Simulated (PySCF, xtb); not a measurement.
(Z)-1-chloropent-1-ene (C5H9Cl), SMILES CCC/C=C\Cl. Other conformers were not sampled.

Harmonic wavenumbers (cm⁻¹) from xtb with GFN2-xTB at its own minimum, in rising order: 30, 76, 176, 218, 238, 356, 463, 543, 735, 754, 790, 876, 902, 938, 1034, 1092, 1107, 1116, 1210, 1235, 1259, 1273, 1301, 1354, 1416, 1470, 1495, 1503, 1505, 1688, 2953, 2971, 2986, 3004, 3031, 3036, 3041, 3057, 3081.

**Question.** What does PBE0-D3(BJ)/def2-SVP in PySCF give at its own minimum? (An estimate is asked for; the answer gives what the named calculation found.)

**Answer.** 27, 88, 186, 232, 257, 367, 498, 576, 729, 751, 781, 880, 914, 964, 1023, 1083, 1118, 1123, 1223, 1265, 1279, 1315, 1346, 1386, 1405, 1456, 1466, 1469, 1480, 1732, 3044, 3050, 3054, 3098, 3124, 3142, 3151, 3173, 3240. Paired by order, the mean absolute difference is 38 cm⁻¹ and the zero-point energies are 79.1 and 80.8 kcal/mol.
